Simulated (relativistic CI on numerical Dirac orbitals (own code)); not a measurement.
Calculated at this level of theory: Dirac-Coulomb-Breit CI, separate exchange-only KLI orbitals for each configuration, model QED (radiative potential, 1s self-energy scaled to tabulated hydrogen-like ionisation energies), unscaled Slater integrals (own radial code, finite nucleus).

The strongest absorption lines from the ground level of an ion, among the configurations computed and to levels below about 733 eV (vacuum wavelength in Å, gf): 49.756 (1.3), 54.130 (0.31), 54.247 (0.31), 54.680 (0.75), 54.982 (0.73), 62.064 (0.48), 65.122 (0.59), 65.554 (0.29).

Task: Which ion is it?
A. In³¹⁺
B. Tc²³⁺
C. Pd²⁶⁺
D. In²⁹⁺

Result: D. In²⁹⁺ has 20 electrons and the ground level 3s²3p⁶3d² ³F2; the strongest line goes to 3s²3p⁵3d³ ³D°1. The pattern of lines fixes the number of electrons, and along that sequence the line energies rise steadily with the charge (about as its square where n changes within one kind of shell, about linearly where n is kept but much faster in heavy ions where fine structure, which grows about as Z⁴, sets the gap, and irregularly where shells cross), which fixes Z. Configurations outside the model, such as inner-shell arrays, can give stronger lines. At this charge energies of transitions that change n are usually good to better than 1 %, and those within a shell (Δn = 0) to a few per cent. Terms inside the open d or f shell come out 10 to 20 % too wide with unscaled integrals.

LS names give the leading component of a level, which can be under half, so a name can repeat, a term be missing and a line seem to break the LS rules.
